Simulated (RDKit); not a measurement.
Internal rotation in C4H8O2Si, SMILES C(O)([SiH2]CC=C)=O. Scanned: dihedral C1–C2–C3–Si4 and dihedral C2–C3–Si4–C5; all other coordinates were relaxed at GFN2-xTB. Points at φ and −φ are mirror images. Heavy atoms are numbered in the order of the SMILES C=CC[SiH2]C(=O)O, hydrogens after them in the order of the atoms that carry them; the mirror image has the same energies with the sign of each dihedral reversed.

Computed with UFF // GFN2-xTB (RDKit 2026.03.6).

Energy in kcal/mol above the lowest grid point; x is the dihedral C1–C2–C3–Si4 (°), y the dihedral C2–C3–Si4–C5 (°).

```csv
y \ x,-150,-120,-90,-60,-30,0,30,60,90,120,150,180
180,1.6,1.3,1.1,0.9,5.2,6.7,5.2,0.9,1.1,1.3,1.6,0.3
150,3.1,2.8,2.3,2.0,6.7,7.9,5.5,1.9,2.1,2.5,2.9,1.8
120,3.9,3.6,3.3,2.7,6.7,9.7,7.2,2.9,3.3,3.7,4.1,2.8
90,1.7,1.4,1.6,1.4,5.4,6.1,5.6,1.4,1.8,2.3,2.5,0.8
60,1.6,1.2,0.6,0.9,6.0,6.1,4.6,0.0,1.1,2.1,1.5,0.4
30,2.7,2.9,2.7,3.5,10.4,10.7,5.7,1.3,2.3,2.7,3.3,1.6
0,4.6,4.2,3.5,3.9,10.1,14.7,10.1,3.9,3.5,4.2,4.6,3.7
-30,3.3,2.7,2.3,1.3,5.7,10.7,10.4,3.5,2.7,2.9,2.7,1.6
-60,1.5,2.1,1.1,0.0,4.6,6.1,6.0,0.9,0.6,1.2,1.6,0.4
-90,2.5,2.3,1.8,1.4,5.6,6.1,5.4,1.4,1.6,1.4,1.7,0.8
-120,4.1,3.7,3.3,2.9,7.2,9.7,6.7,2.7,3.3,3.6,3.9,2.8
-150,2.9,2.5,2.1,1.9,5.5,7.9,6.7,2.0,2.3,2.8,3.1,1.8
```

The six lowest points that lie below all their neighbours on the grid: x = -60, y = -60 (0.0 kcal/mol); x = 60, y = 60 (0.0 kcal/mol); x = 180, y = 180 (0.3 kcal/mol); x = 180, y = -60 (0.4 kcal/mol); x = 180, y = 60 (0.4 kcal/mol); x = -90, y = 60 (0.6 kcal/mol). The lowest path on the grid from the first to the second passes x = 60, y = -120 at 2.7 kcal/mol.
